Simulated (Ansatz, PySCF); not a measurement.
Molecule: sum formula SiN₃H₅F, net charge 0, doublet state. It need not be the lowest isomer of its formula. 
Coordinates optimised at B3LYP-D3(BJ)/def2-TZVP (Ansatz, a program for electronic structure):
```
Si
F 1 1.6016
N 1 1.7029 2 113.78
H 3 1.0074 1 120.79 2 91.96
H 3 1.0088 4 111.30 1 150.65
N 1 1.7045 2 104.74 3 -118.59
H 6 1.0069 1 120.88 2 168.18
H 6 1.0077 7 112.29 1 -153.72
N 1 1.7356 2 105.13 6 -117.86
H 9 1.0213 1 115.40 2 -155.36
```
Charge 0, spin multiplicity 2.

Quantity: atomisation energy (electronic, to ground-state atoms), in kcal/mol. Cores are frozen in the correlated levels unless marked. Open shells are spin-unrestricted. Spin-orbit coupling is left out. No relativistic terms. The coupled-cluster limit lacks core correlation, which all-electron functionals hold. Basis-set limits of correlation are two-point, X^-3; Hartree-Fock from the larger set. The bracket is a focal-point correction in the basis named.

```tsv
level	program	atomisation energy (kcal/mol)	minus last row
HF/def2-TZVPD	PySCF	580.0	-284.5
SVWN5/def2-TZVPD	Ansatz	995.6	131.1
revPBE-D4/def2-TZVPD	Ansatz + dftd4	857.8	-6.7
r2SCAN-D3(BJ)/def2-TZVPD	Ansatz + dftd3	860.0	-4.5
B3LYP-D4/def2-TZVPD	Ansatz + dftd4	868.1	3.6
PBE0/def2-SVP	Ansatz	839.1	-25.4
PBE0-D4/def2-TZVPD	Ansatz + dftd4	858.1	-6.4
PBE0/def2-TZVP	Ansatz	852.6	-11.9
PBE0/def2-TZVPD	Ansatz	854.0	-10.5
TPSSh-D4/def2-TZVPD	PySCF + dftd4	860.9	-3.6
HSE06/def2-TZVPD	Ansatz	855.1	-9.4
B2PLYP/def2-TZVPD	Ansatz	852.4	-12.1
MP2/cc-pV(T+d)Z	Ansatz	843.9	-20.6
RI-MP2/cc-pV(T+d)Z	Ansatz	843.7	-20.8
RI-MP2/CBS(cc-pV(T+d)Z,cc-pV(Q+d)Z)+[CCSD(T)-MP2]/cc-pV(T+d)Z	Ansatz	864.5	0.0
```
